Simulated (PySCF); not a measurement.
# Computed records: CH₃FOSi, CH₄AlNSi, B₂FH₄, CH₆B₂O and others

Computed with PySCF 2.14.0. Calculation on a computer-drawn molecule: the log of a Hartree-Fock and frozen-core CCSD(T) single point meant for a local Hartree-Fock minimum, with one planted fault or none, to be diagnosed. Offsets are logged minus clean, where the clean run is the same molecule without the fault. The reference is restricted for singlets and unrestricted otherwise, and also for a bond in bohr or an excited solution. Adding or removing an electron swaps singlet and doublet. The excited solution moves the top pair (singlet) or top alpha electron (doublet) to the lowest empty orbital. Highest occupied and lowest empty are orbital energies over both spins, largest force is the largest gradient component, triples share is (T) over the correlation energy, the T1 limit is 0.02 restricted and 0.045 unrestricted, electrons count all cores, a negative frequency is imaginary (commonest isotopes), and the dipole is about the centre of nuclear charge.

Common to all runs: meant multiplicity 1; logged SCF converged yes; logged CC converged yes; logged SCF stable within its kind yes; possible faults no fault, one electron removed, one electron added, multiplicity raised by two, geometry at a saddle point, SCF held on an excited solution, minimal basis STO-3G, one bond length entered in bohr, all coordinates scaled.

(1) 
```xyz
7
formula=CH3FOSi meant_charge=0 meant_basis=cc-pV(D+d)Z logged_electrons=40 logged_basis_functions=80 logged_spin_squared=0 logged_highest_occupied=-12.41 logged_lowest_empty=2.911 logged_largest_force=2.108e-05 logged_lowest_frequency=82.35 logged_T1_diagnostic=0.016859 logged_D1_diagnostic=0.058958 logged_triples_share=0.02516 logged_dipole_magnitude=4.5216 logged_energy_HF=-502.93193 logged_energy_CCSD(T)=-503.57729 planted_fault=no_fault HF_energy_offset_from_clean_run=0 CCSD(T)_energy_offset_from_clean_run=0
C     -0.0778     0.2175     0.4764
Si    -1.0439     1.2852     1.6218
O     -2.2088     0.9500     2.4844
F     -0.3962     2.7378     1.5442
H     -0.4532    -0.8042     0.4953
H     -0.1457     0.6140    -0.5398
H      0.9768     0.2284     0.7620
```

Units: logged_highest_occupied, logged_lowest_empty in eV; logged_largest_force in hartree/bohr; logged_lowest_frequency in cm⁻¹; logged_dipole_magnitude in debye; logged_energy_HF, logged_energy_CCSD(T) in hartree; HF_energy_offset_from_clean_run, CCSD(T)_energy_offset_from_clean_run in kcal/mol.

Drawn bonds:
```tsv
atom	other atom	order
1	2	1
2	3	2
2	4	1
1	5	1
1	6	1
1	7	1
```

(2) 
```xyz
8
formula=CH4AlNSi meant_charge=0 meant_basis=cc-pV(D+d)Z logged_electrons=44 logged_basis_functions=32 logged_spin_squared=0 logged_highest_occupied=-3.2347 logged_lowest_empty=8.3464 logged_largest_force=0.04314 logged_T1_diagnostic=0.012337 logged_D1_diagnostic=0.046914 logged_triples_share=0.020101 logged_dipole_magnitude=1.9613 logged_energy_HF=-617.9631 logged_energy_CCSD(T)=-618.2108 planted_fault=minimal_basis_STO-3G HF_energy_offset_from_clean_run=4695 CCSD(T)_energy_offset_from_clean_run=4865
Al    -1.3495    -1.0303    -2.2713
N      0.3071    -0.4565    -1.7534
C      0.4265     0.1992    -0.5231
Si    -0.4586     1.5779     0.0206
H      1.1857    -0.7887    -2.1125
H      1.1696    -0.1984     0.1689
H     -1.4830     2.2264    -0.8139
H     -0.4001     1.9614     1.4375
```

Units: logged_highest_occupied, logged_lowest_empty in eV; logged_largest_force in hartree/bohr; logged_dipole_magnitude in debye; logged_energy_HF, logged_energy_CCSD(T) in hartree; HF_energy_offset_from_clean_run, CCSD(T)_energy_offset_from_clean_run in kcal/mol.

Drawn bonds:
```tsv
atom	other atom	order
1	2	1
2	3	1
3	4	2
2	5	1
3	6	1
4	7	1
4	8	1
```

(3) 
```xyz
7
formula=B2FH4 meant_charge=-1 meant_basis=aug-cc-pVDZ logged_electrons=24 logged_basis_functions=105 logged_spin_squared=2.0162 logged_highest_occupied=-1.3673 logged_lowest_empty=3.8941 logged_largest_force=0.084511 logged_T1_diagnostic=0.021282 logged_D1_diagnostic=0.093237 logged_triples_share=0.027592 logged_dipole_magnitude=2.5545 logged_energy_HF=-151.05969 logged_energy_CCSD(T)=-151.5157 planted_fault=multiplicity_raised_by_two HF_energy_offset_from_clean_run=60.38 CCSD(T)_energy_offset_from_clean_run=65.68
B     -0.2008    -1.1144    -0.5895
B     -1.0809     0.0855     0.2692
F     -0.3746     1.3763     0.4299
H      0.9187    -1.0043    -1.0746
H     -0.6801    -2.2257    -0.7824
H     -2.1621     0.2855    -0.3380
H     -1.3685    -0.3654     1.4049
```

Units: logged_highest_occupied, logged_lowest_empty in eV; logged_largest_force in hartree/bohr; logged_dipole_magnitude in debye; logged_energy_HF, logged_energy_CCSD(T) in hartree; HF_energy_offset_from_clean_run, CCSD(T)_energy_offset_from_clean_run in kcal/mol.

Drawn bonds:
```tsv
atom	other atom	order
1	2	1
2	3	1
1	4	1
1	5	1
2	6	1
2	7	1
```

(4) 
```xyz
10
formula=CH6B2O meant_charge=0 meant_basis=cc-pVDZ logged_electrons=30 logged_basis_functions=86 logged_spin_squared=2.017 logged_highest_occupied=-5.5016 logged_lowest_empty=-2.4366 logged_largest_force=0.077046 logged_T1_diagnostic=0.051969 logged_D1_diagnostic=0.28339 logged_triples_share=0.033022 logged_dipole_magnitude=2.2987 logged_energy_HF=-165.446 logged_energy_CCSD(T)=-166.01746 planted_fault=multiplicity_raised_by_two HF_energy_offset_from_clean_run=148.7 CCSD(T)_energy_offset_from_clean_run=137.2
B      1.0254    -1.1036     0.7331
O     -0.0421    -0.2630     0.7767
B     -0.2639     0.8304    -0.0220
C     -1.5590     1.6976     0.1716
H      1.9063    -0.9304    -0.0656
H      1.0501    -2.0126     1.5147
H      0.5556     1.1031    -0.8625
H     -2.2222     1.3171     0.9504
H     -2.1145     1.7593    -0.7711
H     -1.2781     2.7281     0.4194
```

Units: logged_highest_occupied, logged_lowest_empty in eV; logged_largest_force in hartree/bohr; logged_dipole_magnitude in debye; logged_energy_HF, logged_energy_CCSD(T) in hartree; HF_energy_offset_from_clean_run, CCSD(T)_energy_offset_from_clean_run in kcal/mol.

Drawn bonds:
```tsv
atom	other atom	order
1	2	1
2	3	1
3	4	1
1	5	1
1	6	1
3	7	1
4	8	1
4	9	1
4	10	1
```

Notes: T1 above single-reference limit.

(5) 
```xyz
4
formula=ClFOSi meant_charge=0 meant_basis=cc-pV(D+d)Z logged_electrons=47 logged_basis_functions=74 logged_spin_squared=0.756 logged_highest_occupied=-20.082 logged_lowest_empty=-7.9607 logged_largest_force=0.1644 logged_T1_diagnostic=0.023413 logged_D1_diagnostic=0.12479 logged_triples_share=0.02388 logged_dipole_magnitude=1.7692 logged_energy_HF=-922.47643 logged_energy_CCSD(T)=-923.05533 planted_fault=one_electron_removed HF_energy_offset_from_clean_run=234.3 CCSD(T)_energy_offset_from_clean_run=264.3
O     -0.5577     3.5970     3.6565
Si     0.5965     2.8373     3.1220
F      0.6991     2.1808     1.6920
Cl     2.3235     2.4317     4.0389
```

Units: logged_highest_occupied, logged_lowest_empty in eV; logged_largest_force in hartree/bohr; logged_dipole_magnitude in debye; logged_energy_HF, logged_energy_CCSD(T) in hartree; HF_energy_offset_from_clean_run, CCSD(T)_energy_offset_from_clean_run in kcal/mol.

Drawn bonds:
```tsv
atom	other atom	order
1	2	2
2	3	1
2	4	1
```

(6) 
```xyz
8
formula=BClH4OSi meant_charge=0 meant_basis=cc-pV(D+d)Z logged_electrons=48 logged_basis_functions=94 logged_spin_squared=0 logged_highest_occupied=-10.924 logged_lowest_empty=1.3867 logged_largest_force=1.247e-05 logged_lowest_frequency=70.207 logged_T1_diagnostic=0.01357 logged_D1_diagnostic=0.046452 logged_triples_share=0.024146 logged_dipole_magnitude=0.98641 logged_energy_HF=-850.38474 logged_energy_CCSD(T)=-850.94982 planted_fault=no_fault HF_energy_offset_from_clean_run=0 CCSD(T)_energy_offset_from_clean_run=0
O     -2.5057    -1.0320     0.1224
Si    -1.5753    -1.0822     1.4874
B      0.3089    -1.7573     1.0995
Cl     0.8763    -1.8625    -0.5749
H     -2.0861    -0.8573    -0.7070
H     -1.4421     0.2630     2.1013
H     -2.2615    -1.9690     2.4489
H      1.1045    -2.0748     1.9323
```

Units: logged_highest_occupied, logged_lowest_empty in eV; logged_largest_force in hartree/bohr; logged_lowest_frequency in cm⁻¹; logged_dipole_magnitude in debye; logged_energy_HF, logged_energy_CCSD(T) in hartree; HF_energy_offset_from_clean_run, CCSD(T)_energy_offset_from_clean_run in kcal/mol.

Drawn bonds:
```tsv
atom	other atom	order
1	2	1
2	3	1
3	4	1
1	5	1
2	6	1
2	7	1
3	8	1
```
